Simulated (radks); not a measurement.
Results of a calculation; reference values are marked as such.
Q: The mean radii <r> (bohr) of the occupied orbitals of an atom or ion are listed with their occupations. Code: a radial shooting solver on a logarithmic mesh with Libxc functionals. Model: Dirac Kohn-Sham, AM05, spin-unpolarised, spherical densities, point nucleus.

orbital  occ.      <r>
1s1/2       2  0.02844
2s1/2       2   0.1223
2p1/2       2   0.1033
2p3/2       4   0.1088
3s1/2       2   0.3306
3p1/2       2   0.3211
3p3/2       4   0.3324
3d3/2       4   0.3034
3d5/2       6   0.3070
4s1/2       2   0.7906
4p1/2       2   0.8318
4p3/2       4   0.8610
4d3/2       4    1.013
4d5/2       6    1.026
5s1/2       2    2.014

Name the element and its charge. Open shells, if any, are shared by 2j + 1.

A: Z = 51, antimony, charge +3: Sb3+ in [Kr] 4d10 5s2. The 1s radius gives Z: for a bare nucleus <r> = (2 gamma + 1)/(2Z) with gamma = sqrt(1 - (Z/c)^2), 0.028 bohr for Z = 51, and screening makes it slightly larger (0.02844 here). The occupations add up to 48, and the charge is Z minus that.
